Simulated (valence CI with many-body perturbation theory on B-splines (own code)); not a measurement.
Forbidden lines of As²⁶⁺

Method: configuration interaction combined with many-body perturbation theory (CI+MBPT): five valence electrons over a frozen Dirac-Fock core [He], a basis of 11 s, 11 p, 10 d, 8 f, 5 g, 2 h functions for each j, with the one-electron correlation potential Σ1, the two-electron term Σ2, the three-electron term Σ3, Breit, model QED; selected CI, second order for the rest, scaled by the run's own slope (own B-spline code, finite nucleus).

No measured spectrum was set against this ion. As an estimate, large intervals hold to a few tenths of a per cent, small ones and those within an open d or f shell to about a per cent. Among the levels kept, up to 5300 cm⁻¹ of a level comes from second order outside the variational space, and about a tenth of that is noise between levels of different J, which matters for small intervals.

Lines 51 to 67 of 67 in falling wavelength, among levels below 15171 × 10³ cm⁻¹, chosen from the decays that carry over 1 % of a level's rate. Wavelengths and rates use the calculated energies. Electric multipoles are in the length gauge with retardation, E1 and E2 with the static RPA response of the core. S is in atomic units (e²a₀⁴ for E2 and M2, e²a₀⁶ for E3), for M1 in squared Bohr magnetons. Weak lines are less certain than strong ones. Lines between different terms over intervals too small for the method are left out, as are lines whose strength nearly cancels. Where a level lies close to another of its J and parity, the split of strength between their lines is uncertain. The highest levels of a list are the least certain.

Levels are named by their leading jj configuration (3d3/2^4 stands for four electrons in 3d with j = 3/2), which in mixed levels can hold well under half, so a name can repeat and another be missing. Letters in brackets count levels of one name in rising energy.

| λ vac (nm) | Upper | Lower | Type | A (s⁻¹) | S (a.u.) |
| --- | --- | --- | --- | --- | --- |
| 0.7625 | (2s^2 2p3/2^2 3p3/2) J=7/2 | (2s^2 2p1/2 2p3/2^2) J=5/2 | E2 | 4.89e+09 | 9.01e-04 |
| 0.7624 | (2s^2 2p1/2 2p3/2 3p3/2) J=3/2 [a] | (2s^2 2p1/2^2 2p3/2) J=3/2 | E2 | 3.28e+09 | 3.01e-04 |
| 0.7606 | (2s^2 2p1/2 2p3/2 3d5/2) J=9/2 | (2s^2 2p1/2 2p3/2^2) J=5/2 | M2 | 8.06e+07 | 1.83e-05 |
| 0.7604 | (2s^2 2p1/2 2p3/2 3p3/2) J=7/2 | (2s^2 2p1/2^2 2p3/2) J=3/2 | E2 | 7.45e+09 | 1.35e-03 |
| 0.7582 | (2s^2 2p3/2^2 3p3/2) J=5/2 | (2s^2 2p1/2 2p3/2^2) J=3/2 | E2 | 1.84e+09 | 2.47e-04 |
| 0.7575 | (2s^2 2p3/2^2 3p3/2) J=7/2 | (2s^2 2p1/2 2p3/2^2) J=3/2 | E2 | 4.65e+09 | 8.28e-04 |
| 0.7572 | (2s^2 2p3/2^2 3p3/2) J=3/2 [b] | (2s^2 2p1/2 2p3/2^2) J=1/2 | E2 | 6.33e+09 | 5.62e-04 |
| 0.7562 | (2s^2 2p1/2 2p3/2 3p3/2) J=5/2 [b] | (2s^2 2p1/2^2 2p3/2) J=3/2 | E2 | 3.27e+09 | 4.33e-04 |
| 0.7070 | (2s 2p1/2 2p3/2^2 3d5/2) J=9/2 [a] | (2s^2 2p1/2 2p3/2^2) J=5/2 | E2 | 1.58e+09 | 2.48e-04 |
| 0.7037 | (2s 2p1/2 2p3/2^2 3d5/2) J=9/2 [b] | (2s^2 2p1/2 2p3/2^2) J=5/2 | E2 | 8.56e+08 | 1.32e-04 |
| 0.7013 | (2s 2p1/2 2p3/2^2 3d3/2) J=9/2 | (2s^2 2p1/2 2p3/2^2) J=5/2 | E2 | 3.79e+10 | 5.74e-03 |
| 0.7006 | (2s 2p1/2 2p3/2^2 3d3/2) J=7/2 [a] | (2s^2 2p1/2 2p3/2^2) J=3/2 | E2 | 3.74e+10 | 4.50e-03 |
| 0.6937 | (2s 2p3/2^3 3d5/2) J=7/2 | (2s^2 2p3/2^3) J=3/2 | E2 | 3.00e+10 | 3.44e-03 |
| 0.6930 | (2s 2p1/2^2 2p3/2 3d3/2) J=5/2 [b] | (2s^2 2p1/2^2 2p3/2) J=3/2 | E2 | 6.71e+09 | 5.74e-04 |
| 0.6910 | (2s 2p1/2 2p3/2^2 3d5/2) J=9/2 [c] | (2s^2 2p1/2 2p3/2^2) J=5/2 | E2 | 2.83e+10 | 3.98e-03 |
| 0.6879 | (2s 2p1/2 2p3/2^2 3d3/2) J=7/2 [a] | (2s^2 2p1/2^2 2p3/2) J=3/2 | E2 | 1.17e+10 | 1.29e-03 |
| 0.6784 | (2s 2p3/2^3 3d5/2) J=9/2 | (2s^2 2p1/2 2p3/2^2) J=5/2 | E2 | 1.28e+10 | 1.64e-03 |
